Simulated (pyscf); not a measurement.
**Ga–AsH₂ (SMILES [Ga][AsH2]), singlet**

Gas-phase minimum from PySCF at ωB97X-D3(BJ)/def2-SVP, one conformer. Other isomers of Ga–AsH₂ [singlet] were not searched in full and may lie lower. 

```
As
H 1 1.5291
H 1 1.5291 2 91.60
Ga 1 2.5004 2 84.35 3 84.16
```

Properties at ωB97X-D3(BJ)/def2-SVP:

```yaml
harmonic_wavenumbers_unscaled: 236, 354, 396, 1004, 2204, 2212 cm⁻¹
zero_point_energy: 9.2 kcal/mol
rotational_symmetry_number: 1
Entropy of this conformer at 298 K and 1 atm, rigid rotor and harmonic oscillator, modes under 100 cm⁻¹ raised to 100: 288.0 J/(mol K)
dipole_moment: 1.30 D
```

Single-point totals, which compare only within one level (frozen core for MP2 and CC):

| level | total energy (hartree) |
|---|---|
| ωB97X-D3(BJ)/def2-TZVP | -4161.83080 |
| PBE/def2-TZVP | -4161.29836 |
| r²SCAN/def2-TZVP | -4161.90174 |
| B3LYP-D3(BJ)/def2-TZVP | -4162.03269 |
| PBE0-D3(BJ)/def2-TZVP | -4161.40283 |
| M06-2X/def2-TZVP | -4161.92646 |
| ωB97M-D3(BJ)/def2-TZVP | -4161.97082 |
| HF/def2-TZVPP | -4158.61094 |
| MP2/def2-TZVPP | -4159.08596 |
| CCSD/def2-TZVPP | -4159.09804 |
| CCSD(T)/def2-TZVPP | -4159.11820 |

The CCSD(T) − MP2 part came from Ansatz, without density fitting, on the same reference. The frozen core leaves the outer d or s,p core shells of the metals and heavy elements correlated in the MP2 and CC values, and def2-TZVPP describes them poorly, so these totals are far from the basis limit. Elements up to Kr have no core potential and no relativistic terms here.
